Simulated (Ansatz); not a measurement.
Geometry optimisation of the cluster Pb₂S₃.

```yaml
crystal:
  periodic: [false, false, false]
  atoms:
    - {symbol: Pb, position_ang: [-2.362000, -0.064180, -0.118230]}
    - {symbol: Pb, position_ang: [1.989160, -0.635780, -1.120360]}
    - {symbol: S, position_ang: [2.710430, 0.247720, 0.973220]}
    - {symbol: S, position_ang: [-0.457380, -0.848260, -1.510710]}
    - {symbol: S, position_ang: [-1.880210, 1.300500, 1.776090]}
basis:
  gaussian: {orbitals: def2-SVP}
hamiltonian: {xc: r2scan, dispersion: d4}
scf: {lower_state_search: "off"}
output: {orbitals: {seedname: orbitals}}
relax: {f_tol: 0.02, max_steps: 100}
```

```sh
$ ansatz run in.yaml --threads 4 --pin off --events-out ev --progress --plain --max-ram 4787MiB
```

Output, abridged:

```
Functional definition: r2SCAN
mean field -42996.82716854 eV, -1580.1042541475 hartree, gradient 9.3e-6 eV, S^2 0.000000; 0 other end points of the search recorded, 0 dependent functions left out
relax step   1: F+E_penalty+E_count = -42996.89012988 eV  Δ(F+E_penalty+E_count) = +0.000e0 eV  max|allowed force component| = 7.329e-1 eV/Å  Δτ_max = 0.0000 Å  (19 SCF iters, accepted)
mean field -42996.92567163 eV, -1580.1078740693 hartree, gradient 1.6e-6 eV, S^2 0.000000; 0 other end points of the search recorded, 0 dependent functions left out
relax step   2: F+E_penalty+E_count = -42996.98815508 eV  Δ(F+E_penalty+E_count) = -9.803e-2 eV  max|allowed force component| = 2.621e-1 eV/Å  Δτ_max = 0.1949 Å  (31 SCF iters, accepted)
mean field -42996.94819703 eV, -1580.1087018625 hartree, gradient 2.0e-6 eV, S^2 0.000000; 0 other end points of the search recorded, 0 dependent functions left out
relax step   3: F+E_penalty+E_count = -42997.01209607 eV  Δ(F+E_penalty+E_count) = -2.394e-2 eV  max|allowed force component| = 1.471e-1 eV/Å  Δτ_max = 0.1050 Å  (23 SCF iters, accepted)
mean field -42996.99220124 eV, -1580.1103189876 hartree, gradient 2.7e-6 eV, S^2 0.000000; 0 other end points of the search recorded, 0 dependent functions left out
relax step   4: F+E_penalty+E_count = -42997.05813113 eV  Δ(F+E_penalty+E_count) = -4.604e-2 eV  max|allowed force component| = 4.387e-1 eV/Å  Δτ_max = 0.1759 Å  (26 SCF iters, accepted)
mean field -42997.12290993 eV, -1580.1151224432 hartree, gradient 2.2e-6 eV, S^2 0.000000; 0 other end points of the search recorded, 0 dependent functions left out
relax step   5: F+E_penalty+E_count = -42997.19062743 eV  Δ(F+E_penalty+E_count) = -1.325e-1 eV  max|allowed force component| = 5.511e-1 eV/Å  Δτ_max = 0.1949 Å  (29 SCF iters, accepted)
mean field -42997.41642125 eV, -1580.1259087852 hartree, gradient 1.1e-6 eV, S^2 0.000000; 0 other end points of the search recorded, 0 dependent functions left out
relax step   6: F+E_penalty+E_count = -42997.48554661 eV  Δ(F+E_penalty+E_count) = -2.949e-1 eV  max|allowed force component| = 1.083e0 eV/Å  Δτ_max = 0.1931 Å  (29 SCF iters, accepted)
mean field -42997.96820362 eV, -1580.1461864135 hartree, gradient 1.5e-6 eV, S^2 0.000000; 0 other end points of the search recorded, 0 dependent functions left out
relax step   7: F+E_penalty+E_count = -42998.03841999 eV  Δ(F+E_penalty+E_count) = -5.529e-1 eV  max|allowed force component| = 1.865e0 eV/Å  Δτ_max = 0.1949 Å  (27 SCF iters, accepted)
mean field -42998.80995700 eV, -1580.1771202794 hartree, gradient 1.6e-6 eV, S^2 0.000000; 0 other end points of the search recorded, 0 dependent functions left out
relax step   8: F+E_penalty+E_count = -42998.88078117 eV  Δ(F+E_penalty+E_count) = -8.424e-1 eV  max|allowed force component| = 2.385e0 eV/Å  Δτ_max = 0.1966 Å  (27 SCF iters, accepted)
mean field -42999.67080674 eV, -1580.2087559241 hartree, gradient 2.3e-6 eV, S^2 0.000000; 0 other end points of the search recorded, 0 dependent functions left out
relax step   9: F+E_penalty+E_count = -42999.74200327 eV  Δ(F+E_penalty+E_count) = -8.612e-1 eV  max|allowed force component| = 1.495e0 eV/Å  Δτ_max = 0.1952 Å  (25 SCF iters, accepted)
mean field -42999.32947069 eV, -1580.1962120554 hartree, gradient 2.4e-6 eV, S^2 0.000000; 0 other end points of the search recorded, 0 dependent functions left out
relax step  10: F+E_penalty+E_count = -42999.40132777 eV  Δ(F+E_penalty+E_count) = +3.407e-1 eV  max|allowed force component| = 5.345e0 eV/Å  Δτ_max = 0.1967 Å  (25 SCF iters, rejected (line search))
mean field -42999.80275270 eV, -1580.2136048485 hartree, gradient 2.9e-6 eV, S^2 0.000000; 0 other end points of the search recorded, 0 dependent functions left out
relax step  11: F+E_penalty+E_count = -42999.87439102 eV  Δ(F+E_penalty+E_count) = -1.324e-1 eV  max|allowed force component| = 7.887e-1 eV/Å  Δτ_max = 0.0983 Å  (20 SCF iters, accepted)
mean field -42999.82609653 eV, -1580.2144627185 hartree, gradient 9.6e-7 eV, S^2 0.000000; 0 other end points of the search recorded, 0 dependent functions left out
relax step  12: F+E_penalty+E_count = -42999.89780594 eV  Δ(F+E_penalty+E_count) = -2.341e-2 eV  max|allowed force component| = 2.993e-1 eV/Å  Δτ_max = 0.0471 Å  (21 SCF iters, accepted)
mean field -42999.83212504 eV, -1580.2146842621 hartree, gradient 9.6e-7 eV, S^2 0.000000; 0 other end points of the search recorded, 0 dependent functions left out
relax step  13: F+E_penalty+E_count = -42999.90380749 eV  Δ(F+E_penalty+E_count) = -6.002e-3 eV  max|allowed force component| = 8.770e-3 eV/Å  Δτ_max = 0.0329 Å  (21 SCF iters, accepted)
Total energy: -42999.90381789 eV, -1580.2173189257 hartree
Atom 0 at    -2.207066     0.020371    -0.114267 Å, force    -0.006070    -0.004614    -0.004942 eV/Å
Atom 1 at     1.874493    -0.637464    -0.981970 Å, force     0.002305    -0.002728    -0.008770 eV/Å
Atom 2 at     1.428910     0.637853     1.198761 Å, force    -0.001356    -0.000487     0.007044 eV/Å
Atom 3 at    -0.524865    -0.973558    -1.730661 Å, force     0.001257     0.002156     0.004261 eV/Å
Atom 4 at    -0.571473     0.952797     1.628147 Å, force     0.003864     0.005673     0.002407 eV/Å
Dipole moment:    -0.097252    -0.180512    -0.320469 e Å
Checks for a lower state left out: stability, starts, cluster_reference, orbital_swaps, neighbouring_geometries, increment
```

Run time 24 s (4 threads of Arm Neoverse V2 on a shared host).

In the def2 sets Pb takes a core potential; there is no spin–orbit coupling. The structure comes from a short search, and lower isomers may exist.
